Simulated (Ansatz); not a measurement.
Ansatz (a first-principles code) input (B3LYP-D3(BJ)/def2-TZVP):

Ansatz 0.2 input:
```yaml
crystal:
  periodic: [false, false, false]
  atoms:
    - {symbol: V, position_ang: [0.34086382, -0.37753698, -0.02757676]}
    - {symbol: O, position_ang: [-0.22649015, -1.76717923, -0.01915442]}
    - {symbol: O, position_ang: [0.59459373, 1.28820533, -0.02197834]}
    - {symbol: O, position_ang: [-0.65212183, 0.89208343, 0.02152022]}
basis:
  gaussian:
    orbitals: def2-TZVP
hamiltonian:
  xc: b3lyp
  dispersion: d3bj
magnetization: {spin_polarized: true, initial_magnetization: 1}
relax: {f_tol: 0.002, max_steps: 150}
```

End of the output:

```
reference -31830.66635540 eV, -1169.7554129603 hartree; 24, 23 occupied and 114, 115 virtual orbitals, 930 factors
relax step  14: F+E_penalty+E_count = -31830.77458311 eV  Δ(F+E_penalty+E_count) = -3.214e-6 eV  max|allowed force component| = 3.710e-4 eV/Å  Δτ_max = 0.0003 Å  (44 SCF iters, accepted)
integrals: 0.06 GiB planned
930 factors; their error is unknown
mean field: 0.70 GiB planned
mean field evaluation 192: about -31830.6661 eV, gradient 2.2e-3 eV
mean field -31830.66613646 eV, -1169.7554049145 hartree, gradient 1.2e-5 eV, S^2 0.766833; 7 other end points of the search recorded, 0 dependent functions left out
the calculation of the forces begins
reference -31830.66635540 eV, -1169.7554129603 hartree; 24, 23 occupied and 114, 115 virtual orbitals, 930 factors
Total energy: -31830.77480205 eV, -1169.7593983011 hartree
Atom 0 at     0.059883    -0.411599     0.459656 Å, force     0.000263     0.000064     0.000304 eV/Å
Atom 1 at     0.000636    -1.820505    -0.270060 Å, force     0.000002    -0.000229    -0.000195 eV/Å
Atom 2 at     0.719943     1.137869    -0.184732 Å, force    -0.000142    -0.000206     0.000037 eV/Å
Atom 3 at    -0.723617     1.129807    -0.052054 Å, force    -0.000123     0.000371    -0.000146 eV/Å
Dipole moment:     0.082504    -0.229112     0.883788 e Å
```

The spin state was set by rule; other spins were not relaxed.
